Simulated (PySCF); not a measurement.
**Worked example: dipole moment from atomic charges**

H₂MoO₄, SMILES [O]=[Mo](=[O])([OH])[OH], multiplicity 1. Atoms are numbered in the order given.

```xyz
7

Mo     0.0000     0.0000    -0.0363
O      0.0000     1.3519    -1.0663
O      0.0000    -1.3519    -1.0663
O      1.5245     0.0000     1.0626
H      2.4608     0.0000     0.7919
O     -1.5245     0.0000     1.0626
H     -2.4608     0.0000     0.7919
```

The structure is a stationary point at PBE-D3(BJ)/def2-SVP. The geometry has at least one imaginary mode, so it is a saddle point at that level. The multiplicity is an assumed one; other spin states were not compared. The isomer is the one that the SMILES or the coordinates give; other isomers of the formula were not compared. The def2 effective core potentials stand for the cores of Mo; spin–orbit coupling is left out. The values are those of a single conformer.

Charges (e) from B3LYP/def2-TZVP in PySCF:

```tsv
atom	ESP fit	Mulliken
Mo1	1.357	1.830
O2	-0.472	-0.553
O3	-0.472	-0.553
O4	-0.629	-0.717
H5	0.423	0.355
O6	-0.629	-0.717
H7	0.423	0.355
```

The dipole moment of the full density is 1.38 D.

Problem. What dipole moment does each set of point charges give, and which comes closer to that of the density?

Solution. 
μ = Σ q r, and 1 e Å = 4.8032 D.
ESP fit: Σ q r = (0.000, 0.000, 0.291) e Å, |μ| = 1.40 D.
Mulliken: Σ q r = (0.000, 0.000, 0.151) e Å, |μ| = 0.73 D.
ESP fit comes closer in size. Point charges leave out the atoms' own dipoles (lone pairs, polarised bonds); fits to the potential absorb them, partitions of the density don't.
